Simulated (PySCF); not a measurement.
SeCl2, SMILES Cl[Se]Cl.

Coordinates come from a PBE0-D3(BJ)/def2-TZVP optimisation. The isomer is the one that the SMILES or the coordinates give; other isomers of the formula were not compared.

Calculation: CAM-B3LYP/def2-TZVPD in PySCF.

Symmetry labels are those of the subgroup C2v that the program uses (full group C2v).

Computed valence orbital energies around the gap with their symmetry:
```csv
orbital,symmetry,energy (eV)
HOMO−7,A1,-20.55
HOMO−6,B2,-14.09
HOMO−5,A1,-13.18
HOMO−4,B1,-12.53
HOMO−3,A2,-11.30
HOMO−2,A1,-11.15
HOMO−1,B2,-10.96
HOMO,B1,-8.37
LUMO,A1,-1.63
LUMO+1,B2,-1.32
LUMO+2,A1,0.95
LUMO+3,A1,1.19
```
